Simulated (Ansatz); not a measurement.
```yaml
crystal:
  periodic: [false, false, false]
  atoms:
    - {symbol: Si, position_ang: [-0.838969, -0.895329, -1.598662]}
    - {symbol: C, position_ang: [-0.088616, -0.127191, -0.123673]}
    - {symbol: C, position_ang: [0.421317, 0.405603, 0.841419]}
    - {symbol: C, position_ang: [1.002372, 1.003197, 1.972187]}
    - {symbol: S, position_ang: [1.843694, 2.386234, 1.948755]}
    - {symbol: H, position_ang: [-1.770563, 0.078482, -2.216838]}
    - {symbol: H, position_ang: [0.243135, -1.242426, -2.551026]}
    - {symbol: H, position_ang: [-1.574989, -2.118496, -1.199058]}
    - {symbol: H, position_ang: [0.851119, 0.463723, 2.909797]}
basis:
  gaussian: {orbitals: cc-pVTZ, nuclear_model: gaussian}
hamiltonian: {xc: {name: HF}}
correlation: {active_space: {window: {electrons: 6, orbitals: 2}}}
scf: {lower_state_search: full}
output: {forces: true}
```

```sh
$ ansatz run in.yaml --threads 2 --pin off --events-out ev --progress --plain --max-ram 4352MiB
```

It prints (some lines left out):

```
Functional definition: HF
1233 factors; integrals over basis functions are off by at most 9.5e-4 eV
mean field evaluation 1: about -21831.0244 eV, gradient 2.6e1 eV
mean field evaluation 2: about -21831.4076 eV, gradient 2.6e1 eV
mean field evaluation 4: about -21833.8602 eV, gradient 4.0e0 eV
mean field evaluation 8: about -21833.9173 eV, gradient 3.8e-1 eV
mean field -21833.91805760 eV, -802.3816890555 hartree, gradient 3.8e-6 eV, S^2 0.000000; 0 other end points of the search recorded, 0 dependent functions left out
reference -21833.91805760 eV, -802.3816890555 hartree; 26, 26 occupied and 188, 188 virtual orbitals, 1233 factors
Error: 6 electrons in 2 orbitals form no window around the highest filled level of the reference
```

**Question.** Something in this input is off. What?

**Answer.** The active space doesn't fit the electrons. The run stopped with an error.
